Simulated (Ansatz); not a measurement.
`C#C[SiH2][AlH][Cl]` + H–F → `F[SiH2][AlH][Cl]` + acetylene  (ligand exchange at the Si–C bond)

Program: Ansatz. Geometries: PBE0-D4/def2-TZVP. ΔE: electronic, gas phase. CCSD(T)/CBS adds triple-zeta CCSD(T) − MP2 to the extrapolated MP2 energy (def2 sets, frozen cores). This one scheme is used for every species. Functionals use def2-TZVPP. HSE06 is defined as in plane-wave codes. Each species was taken in one conformer, which may not be the lowest.

`C#C[SiH2][AlH][Cl]`:

Cartesian coordinates in Å:
```
C -0.594 0.889 2.422
C -0.465 0.141 1.484
Si -0.229 -0.911 0.011
Al 0.715 0.443 -1.801
Cl 1.079 -0.557 -3.616
H -0.713 1.540 3.257
H -1.544 -1.488 -0.380
H 0.676 -2.037 0.367
H 1.076 1.979 -1.744
```

H–F:

Cartesian coordinates in Å:
```
F -0.034 0.403 0.219
H 0.034 -0.403 -0.219
```

`F[SiH2][AlH][Cl]`:

```xyz
7

F    -0.728    0.185    2.039
Si    0.308    0.574    0.872
Al   -0.223   -0.633   -1.207
Cl   -1.865   -1.939   -1.197
H     0.242    2.052    0.687
H     1.678    0.254    1.363
H     0.589   -0.493   -2.556
```

`C#C`:

```xyz
4

C     0.073    0.270    0.529
C    -0.073   -0.270   -0.529
H     0.202    0.751    1.470
H    -0.202   -0.751   -1.470
```

```tsv
level	ΔE (kJ/mol)
HSE06	-70.4
LC-ωPBE	-80.0
```

Task: What does CCSD(T)/CBS give? (An estimate is asked.)

Result: The calculation gave: -74.4 kJ/mol. The listed levels differ from it by 4.0, -5.6 kJ/mol.

Task: What do rigid-rotor, harmonic-oscillator terms from PBE0-D4/def2-TZVP frequencies (298.15 K, 1 bar) make of the CCSD(T)/CBS value? (Estimate.)

Result: The calculation gave: ΔZPE = +3.3 kJ/mol, ΔH = -73.7 kJ/mol, ΔS = -6 J/(mol·K), ΔG = -71.9 kJ/mol. Modes under 50 cm⁻¹ make the entropy rough.

Largest T1 diagnostic among the species: 0.013.

From BLYP to BHLYP (50 % exact exchange), in def2-TZVPP and without D4, ΔE moves by −4.1 kJ/mol. The D4 term adds +6.5 kJ/mol with B3LYP and +3.7 kJ/mol with PBE0; it sums over pairs of atoms, weighted by their polarisabilities, and B3LYP, whose exchange is more repulsive, gets the larger term. In def2-TZVPP, CCSD(T) changes the Hartree–Fock value by +24.0 kJ/mol (the triples alone add +4.4 kJ/mol) and MP2 by +28.2 kJ/mol.

B3LYP here is the variant with VWN-RPA as its local correlation; programs differ in this.
